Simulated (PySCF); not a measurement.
Positional isomers: butadiene fluoro. Isolated molecules, 0 K electronic values unless said otherwise. One relaxed conformer stands for each flexible species; it need not be the lowest. Strings in code marks are SMILES.

Method: PBE-D3(BJ)/def2-TZVP // TPSSh-D3(BJ)/def2-TZVP (PySCF). All candidates: neutral, multiplicity 1. Excitations are Tamm–Dancoff values on a coarser integration grid. The basis has no diffuse functions, so Rydberg states are missing or too high.

```
Quantity               Result
-------------------  --------
HOMO–LUMO gap         3.92 eV
T1 excitation (TDA)   3.18 eV
LUMO                 -2.05 eV
```

### Question
Identify which member has these values.
A. `C=CC(=C)F` (C–C–C–F torsion 0°)
B. `C=C/C=C/F` (C–C–C–C torsion 180°)
C. `C=C/C=C\F` (C–C–C–C torsion 180°)

### Answer
A, `C=CC(=C)F` (C–C–C–F torsion 0°). The others give `C=C/C=C\F` (C–C–C–C torsion 180°): 3.90 eV, 3.15 eV, -1.83 eV; `C=C/C=C/F` (C–C–C–C torsion 180°): 3.95 eV, 3.20 eV, -1.75 eV
